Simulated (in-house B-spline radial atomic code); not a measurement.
A fraction x of an electron is removed from 4f in Tm IV (Tm3+), starting from [Xe] 4f12 and keeping the highest spin. All numbers are computed (scalar-relativistic (X2C) B3LYP, spin-polarised, spherical fractional occupations; Fermi nucleus of rms radius 5.2256 fm) with a B-spline radial code for spherical atoms, not measured.

Caution: exact exchange at fractional occupations of open shells leaves self-interaction of up to several eV.

```json
{"x": "0", "E(x) - E(0) (eV)": "0.0000", "4f down level (eV)": "-35.701"}
{"x": "0.02", "E(x) - E(0) (eV)": "0.7177", "4f down level (eV)": "-36.071"}
{"x": "0.16", "E(x) - E(0) (eV)": "5.9502", "4f down level (eV)": "-38.688"}
{"x": "0.27", "E(x) - E(0) (eV)": "10.3205", "4f down level (eV)": "-40.776"}
{"x": "0.44", "E(x) - E(0) (eV)": "17.5306", "4f down level (eV)": "-44.059"}
{"x": "0.5", "E(x) - E(0) (eV)": "20.2093", "4f down level (eV)": "-45.234"}
{"x": "0.58", "E(x) - E(0) (eV)": "23.8911", "4f down level (eV)": "-46.812"}
{"x": "0.73", "E(x) - E(0) (eV)": "31.1370", "4f down level (eV)": "-49.809"}
{"x": "0.85", "E(x) - E(0) (eV)": "37.2596", "4f down level (eV)": "-52.241"}
{"x": "0.99", "E(x) - E(0) (eV)": "44.7741", "4f down level (eV)": "-55.116"}
```
